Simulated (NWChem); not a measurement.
Everything below was run with NWChem. System: F2Mg, charge 0, spin multiplicity 1, at a geometry optimised with PBE/def2-SVP. The structure started from a generated list of species. Level: CR-CCSD(T)/cc-pVDZ, 7 core orbitals frozen.

Input file:

```
start mol
memory heap 100 mb stack 700 mb global 1900 mb
geometry units angstroms nocenter noautoz
  Mg     0.000000     0.000000     0.000000
  F      0.000000     0.000000     1.768196
  F      0.000000     0.000000    -1.768196
  symmetry group D2h
end
basis spherical
  * library cc-pvdz
end
scf
  rhf
  nopen 0
  maxiter 100
  thresh 1e-7
  semidirect memsize 60000000 filesize 0
end
tce
  freeze core 7
  cr-ccsd(t)
  2eorb
  2emet 13
  thresh 1e-6
  maxiter 100
  tilesize 24
end
task tce energy
```

Part of the output:

```
             Northwest Computational Chemistry Package (NWChem) 7.3.0
             --------------------------------------------------------

                                NWChem Input Module
                                -------------------

 Scaling coordinates for geometry "geometry" by  1.889725989
 (inverse scale =  0.529177249)

 Turning off AUTOSYM since
 SYMMETRY directive was detected!

                             Geometry "geometry" -> ""
                             -------------------------

 Output coordinates in angstroms (scale by  1.889725989 to convert to a.u.)

  No.       Tag          Charge          X              Y              Z
 ---- ---------------- ---------- -------------- -------------- --------------
    1 Mg                  12.0000     0.00000000     0.00000000     0.00000000
    2 F                    9.0000     0.00000000     0.00000000     1.76819600
    3 F                    9.0000     0.00000000     0.00000000    -1.76819600

 Effective nuclear repulsion energy (a.u.)      76.7640942341

            Nuclear Dipole moment (a.u.)
            ----------------------------
        X                 Y               Z
 ---------------- ---------------- ----------------
     0.0000000000     0.0000000000     0.0000000000

      Symmetry information
      --------------------

 Group name             D2h
 Group number             26
 Group order               8
 No. of unique centers     2

      Symmetry unique atoms

     1    2


 Summary of "ao basis" -> "" (spherical)
 ------------------------------------------------------------------------------
       Tag                 Description            Shells   Functions and Types
 ---------------- ------------------------------  ------  ---------------------
 *                          cc-pvdz                   on all atoms

 Summary of "ao basis" -> "ao basis" (spherical)
 ------------------------------------------------------------------------------
       Tag                 Description            Shells   Functions and Types
 ---------------- ------------------------------  ------  ---------------------
 Mg                         cc-pvdz                  8       18   4s3p1d
 F                          cc-pvdz                  6       14   3s2p1d

                                 NWChem SCF Module
                                 -----------------

  ao basis        = "ao basis"
  functions       =    46
  atoms           =     3
  closed shells   =    15
  open shells     =     0
  charge          =   0.00
  wavefunction    = RHF
  use symmetry    = T
  symmetry adapt  = T

 Summary of "ao basis" -> "ao basis" (spherical)
 ------------------------------------------------------------------------------
       Tag                 Description            Shells   Functions and Types
 ---------------- ------------------------------  ------  ---------------------
 Mg                         cc-pvdz                  8       18   4s3p1d
 F                          cc-pvdz                  6       14   3s2p1d

      Symmetry analysis of basis
      --------------------------

        ag         13
        au          1
        b1g         2
        b1u        10
        b2g         4
        b2u         6
        b3g         4
        b3u         6

 Forming initial guess at       0.0s

      Superposition of Atomic Density Guess
      -------------------------------------

 Sum of atomic energies:        -398.37602945

      Non-variational initial energy
      ------------------------------

 Total energy =    -398.156571
 1-e energy   =    -710.516317
 2-e energy   =     235.595652
 HOMO         =      -0.644812
 LUMO         =      -0.131716

      Symmetry analysis of molecular orbitals - initial
      -------------------------------------------------

 !! scf_movecs_sym_adapt:   26 vectors were symmetry contaminated

  Symmetry fudging

 !! scf_movecs_sym_adapt:   26 vectors were symmetry contaminated

  Numbering of irreducible representations:

     1 ag          2 au          3 b1g         4 b1u         5 b2g
     6 b2u         7 b3g         8 b3u

  Orbital symmetries:

     1 ag          2 ag          3 b1u         4 ag          5 b1u
     6 b3u         7 b2u         8 ag          9 b1u        10 ag
    11 b1u        12 b3u        13 b2u        14 b2g        15 b3g
    16 ag         17 b2u        18 b3u        19 b1u        20 ag
    21 b2u        22 b3u        23 ag         24 b1g        25 b1u

 Starting SCF solution at       0.3s

 ----------------------------------------------
         Quadratically convergent ROHF

 Convergence threshold     :          1.000E-07
 Maximum no. of iterations :          100
 Final Fock-matrix accuracy:          1.000E-09
 ----------------------------------------------

              iter       energy          gnorm     gmax       time
             ----- ------------------- --------- --------- --------
                 1     -398.5254568309  1.42D+00  4.39D-01      0.3
                 2     -398.6195733439  1.82D-01  7.86D-02      0.3
                 3     -398.6229759596  1.17D-02  4.62D-03      0.3
                 4     -398.6229906359  2.74D-05  1.08D-05      0.3
                 5     -398.6229906360  1.95D-09  1.17D-09      0.3

       Final RHF  results
       ------------------

         Total SCF energy =   -398.622990636005
      One-electron energy =   -713.540537817037
      Two-electron energy =    238.153452946896
 Nuclear repulsion energy =     76.764094234136

        Time for solution =      0.0s

       Symmetry analysis of molecular orbitals - final
       -----------------------------------------------

  Numbering of irreducible representations:

     1 ag          2 au          3 b1g         4 b1u         5 b2g
     6 b2u         7 b3g         8 b3u

  Orbital symmetries:

     1 ag          2 ag          3 b1u         4 ag          5 b3u
     6 b2u         7 b1u         8 ag          9 b1u        10 ag
    11 b1u        12 b3u        13 b2u        14 b2g        15 b3g
    16 ag         17 b3u        18 b2u        19 b1u        20 ag
    21 b3u        22 b2u        23 ag         24 b1g        25 b1u

             Final eigenvalues
             -----------------

              1
    1  -49.0765
    2  -26.2005
    3  -26.2005
    4   -3.8156
    5   -2.3378
    6   -2.3378
    7   -2.3361
    8   -1.4679
    9   -1.4625
   10   -0.5892
   11   -0.5697
   12   -0.5564
   13   -0.5564
   14   -0.5550
   15   -0.5550
   16    0.0212
   17    0.0691
   18    0.0691
   19    0.1466
   20    0.2427
   21    0.2753
   22    0.2753
   23    0.4154
   24    0.4154
   25    0.5160

                       ROHF Final Molecular Orbital Analysis
                       -------------------------------------

 Vector   13  Occ=2.000000D+00  E=-5.564484D-01  Symmetry=b2u
              MO Center=  1.1D-34, -2.1D-18,  2.6D-17, r^2= 3.5D+00
   Bfn.  Coefficient  Atom+Function         Bfn.  Coefficient  Atom+Function
  ----- ------------  ---------------      ----- ------------  ---------------
    23      0.445554  2 F  py                37      0.445554  3 F  py
    26      0.339307  2 F  py                40      0.339307  3 F  py

 Vector   14  Occ=2.000000D+00  E=-5.549645D-01  Symmetry=b2g
              MO Center=  2.4D-17,  9.3D-33, -2.4D-17, r^2= 3.5D+00
   Bfn.  Coefficient  Atom+Function         Bfn.  Coefficient  Atom+Function
  ----- ------------  ---------------      ----- ------------  ---------------
    22      0.450303  2 F  px                36     -0.450303  3 F  px
    25      0.329371  2 F  px                39     -0.329371  3 F  px

 Vector   15  Occ=2.000000D+00  E=-5.549645D-01  Symmetry=b3g
              MO Center=  7.5D-33,  2.0D-17, -1.7D-16, r^2= 3.5D+00
   Bfn.  Coefficient  Atom+Function         Bfn.  Coefficient  Atom+Function
  ----- ------------  ---------------      ----- ------------  ---------------
    23      0.450303  2 F  py                37     -0.450303  3 F  py
    26      0.329371  2 F  py                40     -0.329371  3 F  py

 Vector   16  Occ=0.000000D+00  E= 2.124969D-02  Symmetry=ag
              MO Center= -2.6D-16,  1.7D-15, -2.8D-15, r^2= 5.8D+00
   Bfn.  Coefficient  Atom+Function         Bfn.  Coefficient  Atom+Function
  ----- ------------  ---------------      ----- ------------  ---------------
     4      1.112323  1 Mg s                  2     -0.256151  1 Mg s
    16     -0.248443  1 Mg d  0

 Vector   17  Occ=0.000000D+00  E= 6.913908D-02  Symmetry=b3u
              MO Center=  1.9D-16, -3.3D-33,  2.5D-18, r^2= 8.5D+00
   Bfn.  Coefficient  Atom+Function         Bfn.  Coefficient  Atom+Function
  ----- ------------  ---------------      ----- ------------  ---------------
    11      1.001363  1 Mg px

 Vector   18  Occ=0.000000D+00  E= 6.913908D-02  Symmetry=b2u
              MO Center= -1.8D-33, -1.6D-15,  2.0D-18, r^2= 8.5D+00
   Bfn.  Coefficient  Atom+Function         Bfn.  Coefficient  Atom+Function
  ----- ------------  ---------------      ----- ------------  ---------------
    12      1.001363  1 Mg py

 center of mass
 --------------
 x =   0.00000000 y =   0.00000000 z =   0.00000000

 moments of inertia (a.u.)
 ------------------
         424.234029445911           0.000000000000           0.000000000000
           0.000000000000         424.234029445911           0.000000000000
           0.000000000000           0.000000000000           0.000000000000

  Mulliken analysis of the total density
  --------------------------------------

    Atom       Charge   Shell Charges
 -----------   ------   -------------------------------------------------------
    1 Mg  12    10.78   2.00  2.00  0.21 -0.02  6.00  0.29  0.06  0.24
    2 F    9     9.61   2.00  0.88  1.06  3.31  2.36  0.00
    3 F    9     9.61   2.00  0.88  1.06  3.31  2.36  0.00

       Multipole analysis of the density wrt the origin
       ------------------------------------------------

     L   x y z        total         open         nuclear
     -   - - -        -----         ----         -------
     0   0 0 0     -0.000000      0.000000     30.000000

     1   1 0 0     -0.000000      0.000000      0.000000
     1   0 1 0     -0.000000      0.000000      0.000000
     1   0 0 1      0.000000      0.000000      0.000000

     2   2 0 0    -11.093800      0.000000      0.000000
     2   1 1 0      0.000000      0.000000      0.000000
     2   1 0 1      0.000000      0.000000      0.000000
     2   0 2 0    -11.093800      0.000000      0.000000
     2   0 1 1     -0.000000      0.000000      0.000000
     2   0 0 2    -26.740508      0.000000    200.969885

                   NWChem Extensible Many-Electron Theory Module
                   ---------------------------------------------


            General Information
            -------------------
      Number of processors :     1
         Wavefunction type : Restricted Hartree-Fock
          No. of electrons :    30
           Alpha electrons :    15
            Beta electrons :    15
           No. of orbitals :    92
            Alpha orbitals :    46
             Beta orbitals :    46
        Alpha frozen cores :     7
         Beta frozen cores :     7
     Alpha frozen virtuals :     0
      Beta frozen virtuals :     0
         Spin multiplicity : singlet
    Number of AO functions :    46
       Number of AO shells :    20
        Use of symmetry is : on
      Symmetry adaption is : on
         Schwarz screening : 0.10D-09

          Correlation Information
          -----------------------
          Calculation type : Coupled-cluster singles & doubles w/ perturbation
   Perturbative correction : Completely renormalized (T)
            Max iterations :      100
        Residual threshold : 0.10D-05
     T(0) DIIS level shift : 0.00D+00
     L(0) DIIS level shift : 0.00D+00
     T(1) DIIS level shift : 0.00D+00
     L(1) DIIS level shift : 0.00D+00
     T(R) DIIS level shift : 0.00D+00
     T(I) DIIS level shift : 0.00D+00
   CC-T/L Amplitude update :  5-th order DIIS
                I/O scheme : Global Array Library
        L-threshold :  0.10D-05
        EOM-threshold :  0.10D-05
 no EOMCCSD initial starts read in
 TCE RESTART OPTIONS
 SLICE:      F
 D4D5:       F
 quantumc:   F
 qrotation:  F
 pwtce:      F
 qducc:      F
 nacto:                         0
 nrotv:                         0
 nrot:                          0

            Memory Information
            ------------------
          Available GA space size is     249034684 doubles
          Available MA space size is     104854276 doubles

 Maximum block size supplied by input
 Maximum block size        24 doubles

 tile_dim =      8

 -------------------------------------------------

 Global array virtual files algorithm will be used

 Parallel file system coherency ......... OK

 4-electron integrals stored in orbital form

 v2    file size   =            60208
 4-index algorithm nr.  13 is used
 imaxsize =       30
 imaxsize ichop =        0


CCSD iterations
 ---------------------------------------------------------
 Iter          Residuum       Correlation     Cpu    Wall
 ---------------------------------------------------------
    1   0.1391852403272  -0.4119096178343     0.7     0.7
    2   0.0376507590444  -0.4072835908223     0.7     0.7
    3   0.0125195297846  -0.4126886208903     0.7     0.7
    4   0.0059113485923  -0.4130527455801     0.7     0.7
    5   0.0021703138812  -0.4136791043077     0.7     0.7
    6   0.0007519804537  -0.4138044573899     0.7     0.7
    7   0.0004258257228  -0.4138307473209     0.7     0.7
    8   0.0001925994879  -0.4138378295986     0.7     0.7
    9   0.0001346203019  -0.4138394664594     0.7     0.7
   10   0.0000627939421  -0.4138443095941     0.7     0.7
   11   0.0000113494368  -0.4138465032699     0.7     0.7
   12   0.0000052474457  -0.4138467216632     0.7     0.7
   13   0.0000028456148  -0.4138466333452     0.7     0.7
   14   0.0000016523733  -0.4138466039525     0.7     0.7
   15   0.0000009439755  -0.4138465760676     0.7     0.7
 -----------------------------------------------------------------
 Iterations converged
 CCSD correlation energy / hartree =        -0.413846576067619
 CCSD total energy / hartree       =      -399.036837212073010

 Singles contributions

 Doubles contributions
 CR-CCSD(T)

 CR-CCSD[T]  correction energy / hartree =        -0.005662814406741
 CR-CCSD[T] correlation energy / hartree =        -0.419509390474359
 CR-CCSD[T] total energy / hartree       =      -399.042500026479729
 CR-CCSD(T)  correction energy / hartree =        -0.004458687615087
 CR-CCSD(T) correlation energy / hartree =        -0.418305263682706
 CR-CCSD(T) total energy / hartree       =      -399.041295899688123

 Task  times  cpu:       14.5s     wall:       14.5s

 Total times  cpu:       14.6s     wall:       14.6s
```
